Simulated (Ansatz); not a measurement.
A run of Ansatz (development build ahead of 0.2.0) on nonet Fe₂S₂ at this shape:

```xyz
4

Fe    0.0000    0.0000    1.3890
Fe    0.0000    0.0000   -1.3890
S     0.0000    1.6802    0.0000
S     0.0000   -1.6802    0.0000
```

Its results:

| Item | Value |
| --- | --- |
| Converged | yes |
| Total energy | -3324.00632 hartree |
| Spin squared of the determinant | 20.035 |
| Stability test | minimum |

(1) Which input gives this output? Name the method, the orbitals and the basis set, and write the input.

Results:

(1) ωB97X (unrestricted) in pcseg-2.

```yaml
crystal:
  periodic: [false, false, false]
  atoms:
    - { symbol: Fe, position_ang: [0.0, 0.0, 1.38899] }
    - { symbol: Fe, position_ang: [0.0, 0.0, -1.38899] }
    - { symbol: S, position_ang: [0.0, 1.68021, 0.0] }
    - { symbol: S, position_ang: [0.0, -1.68021, 0.0] }
basis:
  gaussian: { orbitals: pcseg-2 }
magnetization:
  spin_polarized: true
  initial_magnetization: 8
hamiltonian:
  xc: { name: wB97X }
```

Caution: other spin multiplicities were not run.
